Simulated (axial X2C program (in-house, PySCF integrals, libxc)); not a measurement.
## What spin–orbit coupling does to TiH

All values were computed with an in-house all-electron X2C program for linear molecules (integrals from PySCF). Spin-free means the one-electron spin-free X2C Hamiltonian; two-component (2c) means X2C with spin–orbit coupling and atomic mean-field two-electron Coulomb and Gaunt terms, so the difference of the two also holds small scalar two-electron terms. Basis: Ti dyall-cv3z [10s10p6d4f2g], H dyall-v3z [6s2p1d] (cores contracted in-house); Gaussian nuclei, density fitting, unrestricted open shells. Masses: Ti 47.948 u, H 1.008 u.

Spin-free state: M_S = 3/2, Λ = 3 (beyond evenly filled blocks: σα, π+α, δ+α); fragments Ti + H.

| level | Re (Å) | ωe (cm⁻¹) | De (eV) | μ (D) |
| --- | --- | --- | --- | --- |
| PBE0 | 1.753 | 1590.6 | 2.535 | -2.58 |
| HF | 1.855 | 1492.4 | 1.784 | -1.99 |
| MP2 | 1.765 | 1570.9 | 2.051 | n/a |
| CCSD | 1.780 | 1552.6 | 2.200 | n/a |
| CCSD(T) | 1.774 | 1556.4 | 2.140 | n/a |

Correlated methods: 13 electrons correlated (number of frozen shells: Ti 2 s, 1 p; H none), 213 virtual spin orbitals or spinors in MP2, 90 natural virtuals in coupled cluster.

Dipoles are positive if H is the positive end.

Two-component determinant lowest at the distance of the search:

Ω = 3/2 (⟨Sz⟩ = -1.50, ⟨Lz⟩ = 3.00 at HF); fragments Ti + H.

```json
{"level": "PBE0", "Re (Å)": "1.753", "ωe (cm⁻¹)": "1590.0", "De (eV)": "n/a", "μ (D)": "-2.58"}
{"level": "HF", "Re (Å)": "1.856", "ωe (cm⁻¹)": "1491.8", "De (eV)": "n/a", "μ (D)": "-1.99"}
{"level": "MP2", "Re (Å)": "1.765", "ωe (cm⁻¹)": "1570.4", "De (eV)": "n/a", "μ (D)": "n/a"}
{"level": "CCSD", "Re (Å)": "1.781", "ωe (cm⁻¹)": "1551.9", "De (eV)": "n/a", "μ (D)": "n/a"}
{"level": "CCSD(T)", "Re (Å)": "1.774", "ωe (cm⁻¹)": "1555.8", "De (eV)": "2.139", "μ (D)": "n/a"}
```

Task: From the two tables, how do the constants change at the CCSD(T) level (2c against spin-free)?

Result: At the CCSD(T) level Re is unchanged within 0.001 Å and ωe falls by 0.6 cm⁻¹; De changes by -0.001 eV.

One determinant describes the state; a PBE0 search over occupations chose it and may have missed a lower one. Dissociation energies refer to the lowest single-determinant-based atoms at the same level and basis. De is not given where an atomic determinant may have missed its ground term or J level, or where the truncated virtual space spoils (T). Density functionals use the spin component along the axis (collinear). Coupled cluster ran in a truncated set of natural virtual spinors; the MP2 energy of the rest was added. (T) has no such correction and the atoms are truncated less, which lowers De at CCSD(T) by a hundredth of an eV or more. PBE0 can misorder states that lie within some tenths of an eV, so this need not be the ground state of the molecule. The nearest other spin-free determinant of the search, M_S = 3/2, Λ = 0, lies 0.12 eV up at the distance of the search. Without a current term, density functionals place determinants with orbital angular momentum somewhat too high. With several unpaired electrons one determinant need not be a pure state. The T1 diagnostic is large, a sign of multireference character.
